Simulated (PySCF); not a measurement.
# Indirect couplings

Molfile (atoms numbered from 1):
```
C3H12GeN2
     RDKit          3D

 18 17  0  0  0  0  0  0  0  0999 V2000
   -0.9308    1.8796    0.0125 C   0  0  0  0  0  0  0  0  0  0  0  0
   -0.7999    0.5410    0.5286 N   0  0  0  0  0  0  0  0  0  0  0  0
   -1.4686   -0.8283   -0.5167 Ge  0  0  0  0  0  4  0  0  0  0  0  0
    0.3620    0.3122    1.3487 C   0  0  0  0  0  0  0  0  0  0  0  0
    1.6496    0.0328    0.5765 C   0  0  0  0  0  0  0  0  0  0  0  0
    1.4980   -1.1977   -0.1732 N   0  0  0  0  0  0  0  0  0  0  0  0
   -1.8940    1.9938   -0.5106 H   0  0  0  0  0  0  0  0  0  0  0  0
   -0.9231    2.6167    0.8370 H   0  0  0  0  0  0  0  0  0  0  0  0
   -0.1365    2.1830   -0.7038 H   0  0  0  0  0  0  0  0  0  0  0  0
   -2.9698   -0.4734   -0.6915 H   0  0  0  0  0  0  0  0  0  0  0  0
   -1.3408   -2.1423    0.2703 H   0  0  0  0  0  0  0  0  0  0  0  0
   -0.8751   -0.9480   -1.9393 H   0  0  0  0  0  0  0  0  0  0  0  0
    0.5121    1.1876    2.0076 H   0  0  0  0  0  0  0  0  0  0  0  0
    0.1708   -0.5447    2.0224 H   0  0  0  0  0  0  0  0  0  0  0  0
    2.5112    0.0396    1.2771 H   0  0  0  0  0  0  0  0  0  0  0  0
    1.8240    0.8552   -0.1370 H   0  0  0  0  0  0  0  0  0  0  0  0
    1.6029   -2.0126    0.4276 H   0  0  0  0  0  0  0  0  0  0  0  0
    2.1795   -1.2825   -0.9221 H   0  0  0  0  0  0  0  0  0  0  0  0
  1  2  1  0
  2  3  1  0
  2  4  1  0
  4  5  1  0
  5  6  1  0
  1  7  1  0
  1  8  1  0
  1  9  1  0
  3 10  1  0
  3 11  1  0
  3 12  1  0
  4 13  1  0
  4 14  1  0
  5 15  1  0
  5 16  1  0
  6 17  1  0
  6 18  1  0
M  END
```

Indirect spin–spin couplings were computed at B3LYP/pcJ-1 (pcSseg-1 on Ge) (spin–dipole term only in couplings to heteroatoms) (PySCF) on a PBE0-D3(BJ)/def2-SVP structure, for the isolated molecule, without vibrational or relativistic corrections. Couplings are averaged over pairs made equivalent by symmetry, fast rotation or ring inversion, so a value needn't be that of the named pair in this geometry, while other rotamers aren't included; one pair stands for each set, and the list holds a selection of those of at least 1.5 Hz over up to four bonds.

Isotopes: 13C, 1H, 15N.

```csv
pair,bonds,J (Hz)
"C1, N2",1,-7.3
"C1, H7",1,?
"N2, C4",1,-7.4
"C4, C5",1,?
"C4, H13",1,137.3
"C5, N6",1,?
"C5, H15",1,135.7
"N6, H17",1,-68.9
"N2, H7",2,?
"N2, H10",2,-5.7
"N2, H13",2,?
"C4, N6",2,-4.1
"C5, H17",2,-1.8
"H10, H11",2,20.7
"H13, H14",2,-16.0
"H15, H16",2,?
"H17, H18",2,-9.0
"C1, H10",3,2.4
"C1, H13",3,7.5
"N2, H15",3,-2.1
"C4, H7",3,?
"C4, H17",3,?
"N6, H13",3,-5.2
"H13, H15",3,8.1
"H13, H16",3,2.7
"H15, H17",3,7.4
```

Question: Estimate the withheld couplings, with signs.

Answer: 
- 1J(C1,H7) = 137.9 Hz (bond length 1.102 Å, sp3 carbon)
- 1J(C4,C5) = 39.2 Hz (bond length 1.527 Å)
- 1J(C5,N6) = -6.1 Hz (bond length 1.449 Å)
- 2J(N2,H7) = -1.6 Hz (mean over equivalent pairs that range from -2.6 to 0.1 Hz in this conformer)
- 2J(N2,H13) = -2.4 Hz (mean over equivalent pairs that range from -3.8 to -1.0 Hz in this conformer)
- 2J(H15,H16) = -13.3 Hz (angle at C5 106°)
- 3J(C4,H7) = 5.6 Hz (mean over equivalent pairs that range from 1.1 to 12.6 Hz in this conformer)
- 3J(C4,H17) = 5.1 Hz (mean over equivalent pairs that range from 0.0 to 10.3 Hz in this conformer)

Relativistic effects of the heavier atoms present are left out.
